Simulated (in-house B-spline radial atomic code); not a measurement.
A fraction x of an electron is removed from 4p in Kr3+, starting from [Ar] 3d10 4s2 4p3 and keeping the highest spin. Computed with a B-spline radial code for spherical atoms: non-relativistic Hartree-Fock with fractional occupations, spin-polarised, spherical fractional occupations, point nucleus.

Caution: exact exchange at fractional occupations of open shells leaves self-interaction of up to several eV.

| x | E(x) - E(0) (eV) | 4p up level (eV) |
| --- | --- | --- |
| 0 | 0.0000 | -51.038 |
| 0.03 | 1.5348 | -51.279 |
| 0.14 | 7.2241 | -52.164 |
| 0.28 | 14.6061 | -53.295 |
| 0.47 | 24.8788 | -54.840 |
| 0.5 | 26.5277 | -55.085 |
| 0.56 | 29.8475 | -55.576 |
| 0.68 | 36.5756 | -56.560 |
| 0.86 | 46.8899 | -58.044 |
| 0.88 | 48.0524 | -58.210 |
| 1 | 55.0973 | -59.205 |

The exact functional would give a straight line between the two integer points. Deviations E(x) - E(0) - x[E(1) - E(0)], in eV: -0.118 at x = 0.03, -0.49 at x = 0.14, -0.821 at x = 0.28, -1.017 at x = 0.47, -1.021 at x = 0.5, -1.007 at x = 0.56, -0.891 at x = 0.68, -0.494 at x = 0.86, -0.433 at x = 0.88.

The curve lies below the straight line by up to 1.021 eV (at x = 0.5): with spherically averaged exact exchange in an open shell, this holds the self-interaction named above.

Question: How well does Slater's transition state (minus the level at half occupation) give the ionisation energy?

Answer: It gives 55.085 eV against 55.097 eV from the two total energies; NIST lists 50.85 eV, ground level to ground level. The end point has an open shell averaged over its orbitals, so its exact exchange keeps a self-interaction and this is no true integer point.
